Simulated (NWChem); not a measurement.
All runs are NWChem calculations. System: HFSi, charge 0, spin multiplicity 1, optimised in this run. The structure started from a generated list of species. Level: PBE0/def2-SVP.

Job file:

```
start mol
memory heap 200 mb stack 900 mb global 1100 mb
geometry units angstroms
  Si    -0.401675    -0.465698     0.000000
  H     -1.475894     0.550648     0.000000
  F      0.788817     0.663236     0.000000
  symmetry group Cs
end
basis spherical
  * library def2-svp
end
dft
  xc pbe0
  semidirect memsize 60000000 filesize 0
  iterations 100
end
driver
  maxiter 80
end
task dft optimize
task dft freq
```

Part of the output:

```
             Northwest Computational Chemistry Package (NWChem) 7.3.0
             --------------------------------------------------------

                                NWChem Input Module
                                -------------------

 Scaling coordinates for geometry "geometry" by  1.889725989
 (inverse scale =  0.529177249)

 Turning off AUTOSYM since
 SYMMETRY directive was detected!

          ------
          auto-z
          ------

                             Geometry "geometry" -> ""
                             -------------------------

 Output coordinates in angstroms (scale by  1.889725989 to convert to a.u.)

  No.       Tag          Charge          X              Y              Z
 ---- ---------------- ---------- -------------- -------------- --------------
    1 Si                  14.0000    -0.40167538    -0.46569800     0.00000000
    2 H                    1.0000    -1.47589438     0.55064800     0.00000000
    3 F                    9.0000     0.78881663     0.66323600     0.00000000

 Effective nuclear repulsion energy (a.u.)      47.7500550766

            Nuclear Dipole moment (a.u.)
            ----------------------------
        X                 Y               Z
 ---------------- ---------------- ----------------
    -0.0000000000     0.0000000000     0.0000000000

      Symmetry information
      --------------------

 Group name             Cs
 Group number              2
 Group order               2
 No. of unique centers     3

      Symmetry unique atoms

     1    2    3


 Summary of "ao basis" -> "" (spherical)
 ------------------------------------------------------------------------------
       Tag                 Description            Shells   Functions and Types
 ---------------- ------------------------------  ------  ---------------------
 *                          def2-svp                  on all atoms

                           NWChem Geometry Optimization
                           ----------------------------

 maximum gradient threshold         (gmax) =   0.000450
 rms gradient threshold             (grms) =   0.000300
 maximum cartesian step threshold   (xmax) =   0.001800
 rms cartesian step threshold       (xrms) =   0.001200
 fixed trust radius                (trust) =   0.300000
 maximum step size to saddle      (sadstp) =   0.100000
 energy precision                  (eprec) =   5.0D-06
 maximum number of steps          (nptopt) =   80
 initial hessian option           (inhess) =    0
 line search option               (linopt) =    1
 hessian update option            (modupd) =    1
 saddle point option              (modsad) =    0
 initial eigen-mode to follow     (moddir) =    0
 initial variable to follow       (vardir) =    0
 follow first negative mode     (firstneg) =    T
 apply conjugacy                    (opcg) =    F
 source of zmatrix                         =   autoz

          -------------------
          Energy Minimization
          -------------------

 Names of Z-matrix variables
    1              2              3

 Variables with the same non-blank name are constrained to be equal

 Using diagonal initial Hessian
 Scaling for Hessian diagonals: bonds = 1.00  angles = 0.25  torsions = 0.10

          --------
          Step   0
          --------

                         Geometry "geometry" -> "geometry"
                         ---------------------------------

 Output coordinates in angstroms (scale by  1.889725989 to convert to a.u.)

  No.       Tag          Charge          X              Y              Z
 ---- ---------------- ---------- -------------- -------------- --------------
    1 Si                  14.0000    -0.40167538    -0.46569800     0.00000000
    2 H                    1.0000    -1.47589438     0.55064800     0.00000000
    3 F                    9.0000     0.78881663     0.66323600     0.00000000

 Effective nuclear repulsion energy (a.u.)      47.7500550766

            Nuclear Dipole moment (a.u.)
            ----------------------------
        X                 Y               Z
 ---------------- ---------------- ----------------
    -0.0000000000     0.0000000000     0.0000000000

      Symmetry information
      --------------------

 Group name             Cs
 Group number              2
 Group order               2
 No. of unique centers     3

      Symmetry unique atoms

     1    2    3

                                 NWChem DFT Module
                                 -----------------

 Summary of "ao basis" -> "ao basis" (spherical)
 ------------------------------------------------------------------------------
       Tag                 Description            Shells   Functions and Types
 ---------------- ------------------------------  ------  ---------------------
 Si                         def2-svp                 8       18   4s3p1d
 H                          def2-svp                 3        5   2s1p
 F                          def2-svp                 6       14   3s2p1d

 Summary of "ao basis" -> "ao basis" (spherical)
 ------------------------------------------------------------------------------
       Tag                 Description            Shells   Functions and Types
 ---------------- ------------------------------  ------  ---------------------
 Si                         def2-svp                 8       18   4s3p1d
 H                          def2-svp                 3        5   2s1p
 F                          def2-svp                 6       14   3s2p1d

      Symmetry analysis of basis
      --------------------------

        a'         27
        a"         10
[...]
     4     36    8.17D-04      12.7
     5     45    6.66D-05      13.9

 HESSIAN: the CPHF contributions are done

 Derivative Dipole

 X vector of derivative dipole (au) [debye/angstrom]
 d_dipole_x/<atom=   1,x> =     1.0149     [    4.8750]
 d_dipole_x/<atom=   1,y> =     0.2457     [    1.1800]
 d_dipole_x/<atom=   1,z> =    -0.0000     [   -0.0000]
 d_dipole_x/<atom=   2,x> =    -0.3179     [   -1.5271]
 d_dipole_x/<atom=   2,y> =     0.2866     [    1.3767]
 d_dipole_x/<atom=   2,z> =     0.0000     [    0.0000]
 d_dipole_x/<atom=   3,x> =    -0.6970     [   -3.3479]
 d_dipole_x/<atom=   3,y> =    -0.5323     [   -2.5567]
 d_dipole_x/<atom=   3,z> =     0.0000     [    0.0000]

 Y vector of derivative dipole (au) [debye/angstrom]
 d_dipole_y/<atom=   1,x> =     0.0774     [    0.3718]
 d_dipole_y/<atom=   1,y> =     1.1520     [    5.5333]
 d_dipole_y/<atom=   1,z> =     0.0000     [    0.0000]
 d_dipole_y/<atom=   2,x> =     0.1644     [    0.7897]
 d_dipole_y/<atom=   2,y> =    -0.4653     [   -2.2351]
 d_dipole_y/<atom=   2,z> =    -0.0000     [   -0.0000]
 d_dipole_y/<atom=   3,x> =    -0.2418     [   -1.1614]
 d_dipole_y/<atom=   3,y> =    -0.6867     [   -3.2982]
 d_dipole_y/<atom=   3,z> =    -0.0000     [   -0.0000]

 Z vector of derivative dipole (au) [debye/angstrom]
 d_dipole_z/<atom=   1,x> =     0.0000     [    0.0000]
 d_dipole_z/<atom=   1,y> =    -0.0000     [   -0.0000]
 d_dipole_z/<atom=   1,z> =     0.0995     [    0.4780]
 d_dipole_z/<atom=   2,x> =    -0.0000     [   -0.0000]
 d_dipole_z/<atom=   2,y> =     0.0000     [    0.0000]
 d_dipole_z/<atom=   2,z> =     0.0262     [    0.1258]
 d_dipole_z/<atom=   3,x> =    -0.0000     [   -0.0000]
 d_dipole_z/<atom=   3,y> =     0.0000     [    0.0000]
 d_dipole_z/<atom=   3,z> =    -0.1257     [   -0.6038]

 HESSIAN: the Hessian is done

  Vibrational analysis via the FX method

  See chapter 2 in "Molecular Vibrations" by Wilson, Decius and Cross

  Vib: Default input used

 ---------------------------- Atom information ----------------------------
     atom    #        X              Y              Z            mass
 --------------------------------------------------------------------------
    Si       1 -7.0780204D-01 -8.6005907D-01  0.0000000D+00  2.7976930D+01
    H        2 -2.9220967D+00  1.0479860D+00  0.0000000D+00  1.0078250D+00
    F        3  1.5724537D+00  1.2259396D+00  0.0000000D+00  1.8998400D+01
 --------------------------------------------------------------------------

          ----------------------------------------------------
          MASS-WEIGHTED NUCLEAR HESSIAN (Hartree/Bohr/Bohr/Kamu)
          ----------------------------------------------------

               1            2            3            4            5            6            7            8            9
   ----- ----- ----- ----- -----
    1    9.05025D+00
    2    2.91908D+00  9.19600D+00
    3    1.62669D-07 -1.20889D-07 -3.25489D-03
    4   -1.42749D+01  1.02258D+01 -5.74786D-08  9.30201D+01
    5    1.37743D+01 -1.70431D+01  1.67109D-08 -5.85733D+01  7.69021D+01
    6   -3.25354D-07 -6.90465D-08  7.14760D-03  9.27348D-08 -2.29059D-07 -3.63711D-02
    7   -7.69488D+00 -5.89625D+00  6.37392D-08 -4.10225D+00 -3.22416D+00 -2.33768D-07  1.02832D+01
    8   -6.71351D+00 -7.23411D+00  6.23316D-08  1.08178D+00  2.96946D+00 -2.69611D-07  7.89849D+00  8.09524D+00
    9   -2.89582D-08  2.54235D-10  2.45448D-03 -6.74329D-08 -4.00458D-08 -3.13242D-04 -9.04468D-06  9.72421D-06 -3.06444D-03


 ----------------------------------------------------------------------------
 Normal Eigenvalue ||         Derivative Dipole Moments (debye/angs)
  Mode   [cm**-1]  ||      [d/dqX]             [d/dqY]           [d/dqZ]
 ------ ---------- || ------------------ ------------------ -----------------
    1      -31.632 ||      -0.000               0.000             0.101
    2      -14.312 ||      -0.093               0.151            -0.000
    3      -11.304 ||       0.000              -0.000            -0.181
    4       -4.548 ||       0.007              -0.011            -0.000
    5        0.567 ||       0.000              -0.000             0.005
    6        5.376 ||       0.000              -0.000            -0.000
    7      856.863 ||      -0.939               0.143             0.000
    8      881.744 ||      -0.858              -1.611            -0.000
    9     1986.562 ||       2.098              -2.163             0.000
 ----------------------------------------------------------------------------

 ----------------------------------------------------------------------------
 Normal Eigenvalue ||                 Infra Red Intensities
  Mode   [cm**-1]  || [atomic units] [(debye/angs)**2] [(KM/mol)] [arbitrary]
 ------ ---------- || -------------- ----------------- ---------- -----------
    1      -31.632 ||    0.000443           0.010         0.432       0.069
    2      -14.312 ||    0.001366           0.032         1.332       0.212
    3      -11.304 ||    0.001423           0.033         1.387       0.221
    4       -4.548 ||    0.000007           0.000         0.007       0.001
    5        0.567 ||    0.000001           0.000         0.001       0.000
    6        5.376 ||    0.000000           0.000         0.000       0.000
    7      856.863 ||    0.039079           0.902        38.096       6.060
    8      881.744 ||    0.144490           3.333       140.856      22.406
    9     1986.562 ||    0.393569           9.080       383.671      61.031
 ----------------------------------------------------------------------------

        Vibrational analysis via the FX method
  --- with translations and rotations projected out ---
  --- via the Eckart algorithm                      ---
 Projected Nuclear Hessian trans-rot subspace norm:1.9259D-33
                         (should be close to zero!)

          --------------------------------------------------------
          MASS-WEIGHTED PROJECTED HESSIAN (Hartree/Bohr/Bohr/Kamu)
          --------------------------------------------------------

               1            2            3            4            5            6            7            8            9
   ----- ----- ----- ----- -----
    1    9.05160D+00
    2    2.91828D+00  9.19609D+00
    3   -1.47833D-23  4.36106D-22  0.00000D+00
    4   -1.42768D+01  1.02254D+01 -3.26161D-21  9.30264D+01
    5    1.37681D+01 -1.70405D+01 -1.33629D-21 -5.85610D+01  7.68986D+01
    6   -3.89446D-23  8.17838D-22  1.27614D-18 -4.71936D-21 -2.66746D-21  0.00000D+00
    7   -7.69591D+00 -5.89648D+00  7.35522D-22 -4.10101D+00 -3.21981D+00  1.22875D-21  1.02836D+01
    8   -6.71244D+00 -7.23471D+00 -2.42184D-22  1.07923D+00  2.96734D+00 -3.78076D-22  7.89700D+00  8.09592D+00
    9   -3.58791D-23  0.00000D+00  0.00000D+00  0.00000D+00  0.00000D+00  0.00000D+00  0.00000D+00  0.00000D+00  0.00000D+00

 center of mass
 --------------
 x =   0.14853158 y =   0.00594512 z =   0.00000000

 moments of inertia (a.u.)
 ------------------
          50.352979472281         -50.526197902621           0.000000000000
         -50.526197902621          68.538508877176           0.000000000000
           0.000000000000           0.000000000000         118.891488349456

 Rotational Constants
 --------------------
 A=   7.424886 cm-1  ( 10.682516 K)
 B=   0.543403 cm-1  (  0.781819 K)
 C=   0.506346 cm-1  (  0.728502 K)

 Temperature                      =   298.15K
 frequency scaling parameter      =   1.0000

 Zero-Point correction to Energy  =    5.323 kcal/mol  (  0.008483 au)
 Thermal correction to Energy     =    7.176 kcal/mol  (  0.011436 au)
 Thermal correction to Enthalpy   =    7.768 kcal/mol  (  0.012380 au)

 Total Entropy                    =   57.128 cal/mol-K
   - Translational                =   37.512 cal/mol-K (mol. weight =  47.9832)
   - Rotational                   =   19.299 cal/mol-K (symmetry #  =        1)
   - Vibrational                  =    0.317 cal/mol-K

 Cv (constant volume heat capacity) =    7.058 cal/mol-K
   - Translational                  =    2.979 cal/mol-K
   - Rotational                     =    2.979 cal/mol-K
   - Vibrational                    =    1.099 cal/mol-K


 ----------------------------------------------------------------------------
 Normal Eigenvalue ||    Projected Derivative Dipole Moments (debye/angs)
  Mode   [cm**-1]  ||      [d/dqX]             [d/dqY]           [d/dqZ]
 ------ ---------- || ------------------ ------------------ -----------------
    1        0.000 ||      -0.000               0.000             0.090
    2        0.000 ||       0.000              -0.000             0.125
    3        0.000 ||       0.000              -0.000            -0.139
    4        0.000 ||       0.000              -0.001             0.000
    5        0.000 ||       0.065              -0.106             0.000
    6        0.000 ||      -0.067               0.108            -0.000
    7      856.893 ||      -0.941               0.139            -0.000
    8      881.847 ||      -0.856              -1.612            -0.000
    9     1986.489 ||       2.098              -2.163             0.000
 ----------------------------------------------------------------------------

 ----------------------------------------------------------------------------
 Normal Eigenvalue ||           Projected Infra Red Intensities
  Mode   [cm**-1]  || [atomic units] [(debye/angs)**2] [(KM/mol)] [arbitrary]
 ------ ---------- || -------------- ----------------- ---------- -----------
    1        0.000 ||    0.000354           0.008         0.345       0.055
    2        0.000 ||    0.000681           0.016         0.664       0.106
    3        0.000 ||    0.000832           0.019         0.811       0.129
    4        0.000 ||    0.000000           0.000         0.000       0.000
    5        0.000 ||    0.000674           0.016         0.657       0.105
    6        0.000 ||    0.000703           0.016         0.686       0.109
    7      856.893 ||    0.039226           0.905        38.240       6.083
    8      881.847 ||    0.144352           3.330       140.722      22.385
    9     1986.489 ||    0.393554           9.080       383.656      61.029
 ----------------------------------------------------------------------------

 Task  times  cpu:        8.6s     wall:        8.6s

 Total times  cpu:       14.0s     wall:       14.0s
```
